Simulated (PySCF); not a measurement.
# Dipole moment and polarisability of `C1CSC(C2CC2)S1`

Compound: C6H10S2.
Geometry (PBE0-D3(BJ)/def2-SVP, Å), atoms numbered from 1 in this order:
```xyz
18
C6H10S2 angstrom
C      2.510    0.578   -0.464
C      2.307   -0.729    0.273
S      0.819   -1.499   -0.418
C     -0.185    0.028   -0.388
C     -1.107    0.117    0.796
C     -2.347    0.958    0.700
C     -2.453   -0.538    0.734
S      0.938    1.488   -0.433
H      2.829    0.395   -1.502
H      3.260    1.215    0.032
H      2.198   -0.564    1.357
H      3.140   -1.429    0.106
H     -0.773    0.014   -1.320
H     -0.587    0.108    1.759
H     -2.652    1.526    1.582
H     -2.545    1.466   -0.249
H     -2.832   -1.016    1.641
H     -2.724   -1.057   -0.190
```

Level: CAM-B3LYP/def2-SVPD (PySCF), static field, nuclei fixed, core orbitals frozen in the response. The polarisability tensor in these axes (au):

```
x   124.44  -0.93  -5.56
y    -0.93 108.34  -0.42
z    -5.56  -0.42  87.81
```

Problem. Diagonalise the tensor; give its mean and Δα, where Δα² is half the sum of the squared differences of the eigenvalues.

Solution. Principal values 86.97, 108.31 and 125.31 au; mean 106.86 au = 15.84 Å³ = 17.62 × 10⁻⁴⁰ C²·m²/J; Δα = 33.27 au (31 % of the mean).

Problem. What is the dipole moment, and where does it point?

Solution. (0.68, -0.14, 0.75) D, 1.02 D in size, pointing from the negative to the positive side. Measured along this direction, the outermost atoms are H16 at the negative end and H11 at the positive end.

Problem. Form Σ f/ω² (atomic units) for the 6 lowest TDDFT singlets, given as eV and f, and set it beside the mean polarisability, which is this sum over all singlets: 5.13, 0.0014; 5.19, 0.0011; 6.28, 0.0545; 6.33, 0.0111; 6.51, 0.0057; 6.64, 0.0125.

Solution. They add up to 1.61 au, 1.5 % of the 106.86 au; the largest single term is 1.02 au, from the state at 6.28 eV. Terms in order: 0.04, 0.03, 1.02, 0.20, 0.10, 0.21 au. Higher excitations give the rest. The strengths listed sum to 0.086.

Problem. Give the principal axes and the span of the nuclei along them.

Solution. Largest value along (0.99, -0.05, -0.15), where the nuclei span 6.15 Å; middle along (0.05, 1.00, -0.03), 2.99 Å; least along (0.15, 0.03, 0.99), 3.07 Å. 

Problem. How large is μ²/3kT at 250 K beside α?

Solution. In Gaussian units μ²/3kT = 9.98 Å³ against 15.84 Å³, a ratio of 0.63; the Debye molar polarisation (4π/3)N_A(α + μ²/3kT) is 65.1 cm³/mol, leaving out the vibrational part.

Problem. What depolarisation ratio follows for Rayleigh scattering of linearly polarised light, taking the static tensor?

Solution. ρ = 3Δα²/(45ᾱ² + 4Δα²) = 3321.0/(513876 + 4428.0) = 0.00641.

Geometry: PBE0-D3(BJ)/def2-SVP, one conformer, isolated molecule.

These values come from a run that also computed excited states. Cost: about 2.8 min of CPU time on one thread; the machine was shared, so the figure is rough.
